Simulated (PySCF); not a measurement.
## Structure elucidation problem

Molecular formula: C$_{5}$H$_{10}$O$_{2}$SSi. Simulated spectra:

$^{1}$H NMR (400 MHz, computed): δ 4.62 (s, 1H), 4.18 (m, 2H), 4.13 (m, 2H), 3.61 (s, 3H), 2.48 (m, 1H), 1.22 (m, 1H).

$^{13}$C{$^{1}$H} NMR (computed): δ 322.2 (C), 66.1 (CH2, 2C), 48.1 (CH3), 34.6 (CH2).

A single conformation, gas phase, one averaged value for each set of equivalent atoms, non-relativistic Hamiltonian. Geometry: PBE0-D3(BJ)/def2-SVP; GIAO PBE0/pcSseg-1 shieldings; PySCF 2.14.

Referencing at the same level of theory: TMS for $^{1}$H (31.27 ppm), $^{13}$C (184.41 ppm).

Question: Deduce the structure.

Answer: 
The formula gives 2 degrees of unsaturation. 4 carbon signals for 5 carbons: some carbons are equivalent by symmetry or fast rotation. Carbon types of the structure: 1 × C, 3 × CH2, 1 × CH3, leaving 1 H on heteroatoms. δC 322.2: thiocarbonyl carbon; low-lying n→π* states of the double bond to the heteroatom give a large paramagnetic term (-403 ppm). δC 66.1: sp3 CH2 bonded to O; deshielded by the electronegative neighbour. δC 48.1: methyl carbon; saturated and bonded to C and H only. δC 34.6: sp3 CH2 in a ring; saturated and bonded to C and H only. δH 4.62: hydrogen on a silicon bonded to C, 2 O, in a 6-membered ring. δH 4.18, 4.13: hydrogen on an sp3 CH2 bonded to O; its carbon carries O, which withdraws density. δH 2.48, 1.22: hydrogen on an sp3 CH2 in a ring.

Structure: `S=C(C)[SiH]1OCCCO1`.

The data come from this structure; uniqueness wasn't tested.

Shifts are as computed. Against solution values, carbons near 30 ppm lie about +2 ppm off and those near 130 ppm about +5 ppm. Of 1309 compounds with measured shifts, 239 miss one by over three times the rms of a fit or turn the order of signals round; such compounds aren't used in these exercises. Multiplicities follow the n + 1 count of equivalent neighbours, as no J values were calculated; m marks all less simple cases, F and P coupling included.
